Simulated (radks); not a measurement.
Results of a calculation; reference values are marked as such.
Spherical quantum dot in the effective-mass picture: electrons in a parabolic well V = omega^2 r^2 / 2 with omega = 0.687, with a point charge +1 (a donor) at the centre, all in effective atomic units (hartree* = m*/eps^2 hartree, bohr* = eps/m* bohr), one dielectric constant everywhere. Level of theory: non-relativistic Kohn-Sham, exchange-only LDA, spin-polarised, spherical densities (a radial shooting solver with Libxc functionals). Levels are named by radial order and angular momentum (1s, 1p, 1d, 2s, ...), and open shells are averaged over m. Results are scaled to m* = 0.075 and eps = 8.1, for which hartree* = 31.11 meV and bohr* = 5.715 nm.

N = 10, configuration 1s2 1p6 2s2. This is the lowest configuration that the search found. Occupied and some empty levels:

level  occupation  eigenvalue (meV)  <r> (nm)
1s              2            142.00     8.913
1p              6            157.51     12.86
2s              2            168.81     12.58
1d              0            171.50     14.90
1f              0            186.53     16.49
2p              0            189.61     14.78
1g              0            202.52     17.87

Energy (meV): total 938.102, kinetic 195.80, external 178.90, Hartree 661.13, exchange-correlation -97.732.

Electron density:

r (nm)  n(r) (e/nm^3)
1.17         0.003829
3.13         0.002000
5.08         0.001133
7.04        0.0007432
8.99        0.0005741
10.9        0.0004773
12.9        0.0003781
14.9        0.0002637
16.8        0.0001556
18.8       0.00007624
20.7       0.00003079
22.7       0.00001024
24.6        2.811e-06
